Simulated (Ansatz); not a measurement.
`B[SiH2]O` + `C/N=C/[SeH]` → `BC/N=C/[SeH]` + `O[SiH3]`  (formal exchange of groups at a B–Si bond)

Gas-phase electronic energies from Ansatz, PBE0-D4/def2-TZVP geometries. CCSD(T)/CBS adds triple-zeta CCSD(T) − MP2 to the extrapolated MP2 energy (def2 sets, frozen cores). Double bonds are as drawn, so ΔE can hold a change between cis and trans. DFT in def2-TZVPP. B3LYP here is the variant with VWN-RPA as its local correlation; programs differ in this. For Se outer-core shells are correlated without core-valence functions, which leaves a few kJ/mol of doubt a bond. Scalar relativity is left out up to krypton. One conformer a species, not always the lowest.

`B[SiH2]O`:

Z-matrix (Å, degrees):
```
Si
O 1 1.655
B 1 2.005 2 116.3
H 1 1.500 2 111.2 3 -120.2
H 1 1.486 2 105.1 3 123.8
H 2 0.958 1 117.3 3 44.7
H 3 1.197 1 119.0 2 169.2
H 3 1.197 1 124.0 2 -13.6
```

`C/N=C/[SeH]`:

Z-matrix (Å, degrees):
```
C
N 1 1.440
H 1 1.100 2 113.6
H 1 1.093 2 109.2 3 121.7
H 1 1.093 2 109.2 3 -121.7
C 2 1.252 1 118.2 3 0.1
Se 6 1.901 2 120.1 1 180.0
H 6 1.098 2 124.7 1 -0.0
H 7 1.468 6 94.0 2 -179.9
```

`BC/N=C/[SeH]`:

```xyz
11

B     0.385    1.951    0.724
C    -0.558    0.790    0.306
N    -0.074   -0.543    0.553
C     0.052   -1.324   -0.419
Se    0.736   -3.077   -0.152
H     1.395    1.759    1.331
H     0.050    3.068    0.453
H    -1.442    0.967    0.948
H    -0.934    0.938   -0.723
H    -0.203   -1.075   -1.457
H     0.594   -3.456   -1.564
```

`O[SiH3]`:

Z-matrix (Å, degrees):
```
Si
O 1 1.648
H 1 1.489 2 111.7
H 1 1.489 2 111.7 3 120.9
H 1 1.481 2 105.9 3 -119.6
H 2 0.957 1 117.9 3 -60.5
```

(1) Is it downhill or uphill in electronic energy at CCSD(T)/CBS, and by how much? (An estimate is asked.)

(2) What do these levels give: PBE0-D4, B2PLYP, PBE, B3LYP, CCSD/def2-TZVPP, CCSD/CBS(def2)? (Estimate.)

Largest T1 diagnostic among the species: 0.012.

## Answers

(1) Computed: Downhill: ΔE = -28.1 kJ/mol.

(2) The calculation gave: PBE0-D4 -24.6, B2PLYP -29.9, PBE -22.0, B3LYP -27.2, CCSD/def2-TZVPP -27.5, CCSD/CBS(def2) -27.7 kJ/mol.
